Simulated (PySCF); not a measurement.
## Computed spin Hamiltonian

Compound: C₆H₁₂FO (doublet state).
SMILES with atom numbers: `[CH3:1][O:2][C:3]([CH3:4])([CH3:5])[CH2:6][CH:7][F:8]` (hydrogens: H9, H10, H11 on C1; H12, H13, H14 on C4; H15, H16, H17 on C5; H18, H19 on C6; H20 on C7)

Cartesian coordinates in Å at the GFN2-xTB level; atoms count from 1:
```
atom  x, y, z in Å
C1     2.038    0.382    0.080
O2     1.169   -0.418   -0.675
C3    -0.173   -0.507   -0.226
C4    -0.809   -1.576   -1.120
C5    -0.282   -0.926    1.243
C6    -0.916    0.847   -0.463
C7    -0.398    1.982    0.322
F8    -0.198    3.147   -0.343
H9     2.907    0.570   -0.548
H10    2.354   -0.111    1.006
H11    1.542    1.338    0.334
H12   -0.677   -1.305   -2.163
H13   -1.869   -1.677   -0.905
H14   -0.318   -2.531   -0.952
H15   -1.323   -1.105    1.495
H16    0.277   -1.846    1.403
H17    0.107   -0.160    1.906
H18   -0.828    1.096   -1.522
H19   -1.972    0.657   -0.233
H20   -0.637    2.153    1.360
```

The hyperfine couplings belong to this conformer and change with its torsions.

Method: UKS B3LYP, pcH-1 on C F H O, non-relativistic, mean-field spin-orbit, GIAO in PySCF. One conformer (not necessarily the lowest) at the GFN2-xTB geometry, without solvent, vibrations or thermal averaging. The geometry wasn't refined by DFT: couplings that depend on bond lengths, twists or pyramidal angles can differ widely from those at the functional's own minimum. The SCF solution wasn't tested for stability.

- g1, g2, g3: 2.00215, 2.00414, 2.00490
- g_iso: 2.00373
- Form of g: rhombic: the two nearest values differ by 28 % of g3 − g1
- ⟨S²⟩: 0.7537 (exact 0.7500)
- HOMO–LUMO gap, α and β orbitals: 6.24, 5.67 eV
- Total energy: -410.88064 Eh
- Basis functions: 320

Hyperfine couplings atom by atom, in MHz; T1 to T3 are the principal values of the dipolar part; ρ(0) is the spin density at the nucleus:

| atom | isotope | a_iso | T1 | T2 | T3 | Mulliken spin population | ρ(0) (bohr⁻³) |
| --- | --- | --- | --- | --- | --- | --- | --- |
| C1 | 13C | 37.4 | -7.0 | -6.4 | 13.4 | 0.05 | 0.0333 |
| O2 | 17O | -2.6 | -5.8 | 2.8 | 3.0 | 0.01 | 0.0043 |
| C3 | 13C | 27.0 | -4.8 | -3.8 | 8.6 | 0.03 | 0.0240 |
| C4 | 13C | -1.6 | -0.6 | -0.3 | 1.0 | 0.00 | -0.0014 |
| C5 | 13C | -1.5 | -0.7 | -0.2 | 0.9 | 0.00 | -0.0013 |
| C6 | 13C | -16.6 | -2.6 | -1.3 | 3.8 | -0.07 | -0.0147 |
| C7 | 13C | 191.4 | -82.4 | -79.9 | 162.3 | 0.90 | 0.1703 |
| F8 | 19F | 151.5 | -257.3 | -217.9 | 475.2 | 0.07 | 0.0360 |
| H9 | 1H | 3.9 | -3.8 | -1.4 | 5.2 | 0.00 | 0.0009 |
| H10 | 1H | 2.6 | -3.8 | -1.3 | 5.1 | 0.00 | 0.0006 |
| H11 | 1H | -4.2 | -19.4 | -14.2 | 33.7 | -0.03 | -0.0009 |
| H12 | 1H | 0.3 | -1.2 | -1.0 | 2.2 | 0.00 | 0.0001 |
| H13 | 1H | -0.1 | -1.5 | -0.8 | 2.3 | 0.00 | 0.0000 |
| H14 | 1H | 0.1 | -1.1 | -0.7 | 1.8 | 0.00 | 0.0000 |
| H15 | 1H | 0.3 | -1.7 | -1.5 | 3.1 | 0.00 | 0.0001 |
| H16 | 1H | 0.5 | -1.2 | -1.1 | 2.3 | 0.00 | 0.0001 |
| H17 | 1H | -0.3 | -3.5 | -3.3 | 6.9 | 0.00 | -0.0001 |
| H18 | 1H | 2.0 | -4.9 | -4.2 | 9.1 | 0.00 | 0.0005 |
| H19 | 1H | 122.0 | -4.8 | -2.8 | 7.6 | 0.06 | 0.0273 |
| H20 | 1H | -35.0 | -35.9 | -3.2 | 39.1 | -0.03 | -0.0078 |

The largest Mulliken spin populations are on C7 (+0.90), C6 (-0.07), F8 (+0.07) and H19 (+0.06). C7 is the only atom above +0.15. The angles at C7 add up to 352.3°, so it is slightly pyramidal.

Axes: g2 points within 9° of the C7–F8 bond.

Under fast tumbling the dipolar parts average out, and these isotropic splittings remain: 1 × 19F (F8, I = 1/2, 2 lines) with 5.40 mT, 2 × 1H (H18/H19, I = 1/2, 3 lines) with 2.21 mT and 1 × 1H (H20, I = 1/2, 2 lines) with 1.25 mT.

Means are taken over nuclei equivalent by connectivity, which assumes that they swap fast. The 1H value of +62.0 MHz is a mean of couplings from 2.0 to 122.0 MHz in this one geometry, not an average over conformers.

The 13C coupling of C7 (191.4 MHz) shows only in satellite lines or after enrichment, since that isotope makes up about 1.07 % of natural carbon.
